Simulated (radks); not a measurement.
Coulomb parameter of the 3d shell of the cobalt ion Co+ in the model configuration [Ar] 3d7 4s1, as a second difference U = [E(n + 0.25) + E(n - 0.25) - 2 E(n)] / (0.25)^2 with all orbitals relaxed. "Bare": the charge of the atom changes with n. "Screened": the 4s shell takes up the change at fixed total charge, which measures U(3d,3d) + U(4s,4s) - 2 U(3d,4s). Method: scalar-relativistic Kohn-Sham, PBE, spin-unpolarised, spherical densities, point nucleus; computed with a radial shooting solver on a logarithmic mesh with Libxc functionals.

| case | configuration | E - E(n) (eV) |
|---|---|---|
| start | [Ar] 3d7 4s1 | 0.000 |
| bare +0.25 | [Ar] 3d7.25 4s1 | -3.787 |
| bare -0.25 | [Ar] 3d6.75 4s1 | 4.711 |
| screened +0.25 | [Ar] 3d7.25 4s0.75 | -0.939 |
| screened -0.25 | [Ar] 3d6.75 4s1.25 | 1.164 |

U(bare) = 14.779 eV, U(screened by 4s) = 3.595 eV, against the Slater integral F0(3d,3d) = 24.388 eV with frozen orbitals.
